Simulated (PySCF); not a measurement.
NICS in isomers of C10H8N2.

NICS = −σ at a ghost point: NICS(0) at the centroid of the ring atoms, NICS(1) 1 Å to either side along the normal of their mean plane, zz for the tensor component along that normal. Level: GIAO PBE0/pcSseg-1 (PySCF, non-relativistic, gas phase) on the GFN2-xTB geometries, one conformer each. Atom numbers follow the mapped SMILES.

Problem. Order these rings by mean NICS(1)zz, lowest (most negative) first (ppm).
A. ring C1–C2–C3–C4–C11–C12 in `[cH:1]1[cH:2][cH:3][c:4](-[c:5]2[cH:6][cH:7][cH:8][n:9][n:10]2)[cH:11][cH:12]1`
B. ring C5–C6–C7–N8–N9–C10 in `[cH:1]1[cH:2][cH:3][c:4](-[c:5]2[cH:6][cH:7][n:8][n:9][cH:10]2)[cH:11][cH:12]1`
C. ring C3–N4–N5–C6–C7–C10 in `[CH:1]#[C:2][c:3]1[n:4][n:5][cH:6][c:7]([CH2:8][CH3:9])[c:10]1[C:11]#[CH:12]`
D. ring C7–C8–C9–C10–C11–C12 in `[CH:1]#[C:2][CH2:3][n:4]1[n:5][cH:6][c:7]2[cH:8][cH:9][cH:10][cH:11][c:12]12`

Solution. D (-29.8), B (-27.1), A (-25.6), C (-24.0).

```json
{"SMILES": "C#CCn1ncc2ccccc21", "ring": "6-membered carbocycle; formal bonds all aromatic", "NICS(0)": "-10.1", "NICS(1)": "-12.0", "NICS(1)zz": "-29.8", "HOMA": "0.93", "rms pucker (Å)": "0.00", "ring atoms with four or more neighbours": "0"}
{"SMILES": "c1ccc(-c2ccnnc2)cc1", "ring": "6-membered ring with 2 N; formal bonds all aromatic", "NICS(0)": "-5.3", "NICS(1)": "-11.0", "NICS(1)zz": "-27.1", "HOMA": "0.98", "rms pucker (Å)": "0.01", "ring atoms with four or more neighbours": "0"}
{"SMILES": "c1ccc(-c2cccnn2)cc1", "ring": "6-membered carbocycle; formal bonds all aromatic", "NICS(0)": "-6.8", "NICS(1)": "-10.2", "NICS(1)zz": "-25.6", "HOMA": "0.99", "rms pucker (Å)": "0.00", "ring atoms with four or more neighbours": "0"}
{"SMILES": "C#Cc1nncc(CC)c1C#C", "ring": "6-membered ring with 2 N; formal bonds all aromatic", "NICS(0)": "-5.3", "NICS(1)": "-10.7", "NICS(1)zz": "-24.0", "HOMA": "0.95", "rms pucker (Å)": "0.00", "ring atoms with four or more neighbours": "0"}
```

NICS(0) gives another order. The isotropic NICS(1) gives another order. Over the 4 rings with a HOMA value its correlation coefficient with NICS(1)zz is 0.44. HOMA uses Krygowski's 1993 parameters. NICS(1) and NICS(1)zz are means over the two faces.
